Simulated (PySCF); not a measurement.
A calculated (PBE, PySCF 2.14, cc-pVDZ-X2C, scalar relativity by spin-free X2C-1e) atom or ion has these occupied shells.

| shell | electrons | orbital energy (eV) | rms radius, mean of both spins (bohr) |
| --- | --- | --- | --- |
| 1s α | 1 | -43320.2 | 0.0269 |
| 1s β | 1 | -43320.2 | 0.0269 |
| 2s α | 1 | -7027.0 | 0.109 |
| 2s β | 1 | -7027.0 | 0.109 |
| 2p α | 3 | -6293.1 | 0.0977 |
| 2p β | 3 | -6293.1 | 0.0977 |
| 3s α | 1 | -1544.4 | 0.284 |
| 3s β | 1 | -1543.5 | 0.284 |
| 3p α | 3 | -1312.0 | 0.284 |
| 3p β | 3 | -1311.2 | 0.284 |
| 3d α | 5 | -985.29 | 0.262 |
| 3d β | 5 | -984.60 | 0.262 |
| 4s α | 1 | -326.45 | 0.644 |
| 4s β | 1 | -324.08 | 0.644 |
| 4p α | 3 | -249.94 | 0.684 |
| 4p β | 3 | -247.56 | 0.684 |
| 4d α | 5 | -140.15 | 0.758 |
| 4d β | 5 | -137.76 | 0.758 |
| 5s α | 1 | -60.161 | 1.53 |
| 5s β | 1 | -58.725 | 1.53 |
| 5p α | 3 | -40.880 | 1.76 |
| 5p β | 3 | -39.716 | 1.76 |
| 4f α | 3 | -24.463 | 1.09 |
| 6s α | 1 | -15.631 | 3.99 |

**Question.** Name the element and its charge.

**Answer.** Nd²⁺ (neodymium, charge +2), in [Xe] 4f3 6s1, one real determinant (an excited configuration).
